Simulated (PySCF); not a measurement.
# Correlation energy of Ca (calcium, neutral)

[Ar] 4s2, closed-shell 1S. Calculation: PySCF 2.14, in x2c-TZVPall; the spin-free X2C one-electron Hamiltonian (Gaussian nucleus). Frozen: [Ar]; 2 electrons correlated.

Total MP2 correlation energy: -18.46 mhartree.

Same-spin part 0.00 and opposite-spin part -18.46 mhartree; SCS-MP2 scales them by 1/3 and 6/5 to -22.16 mhartree.

With two correlated electrons CCSD is exact within the correlated space (frozen core and kept virtual orbitals).

```
level  correlation energy (mhartree)
 CCSD                         -28.20
```

Diagnostics: T1 = 0.013, D1 = 0.0179, largest double amplitude 0.123.

Problem. Is a single reference adequate?

Solution. Mostly. T1 lies below 0.03, but a double amplitude of this size points to a near-degeneracy that CCSD handles and MP2 describes poorly.
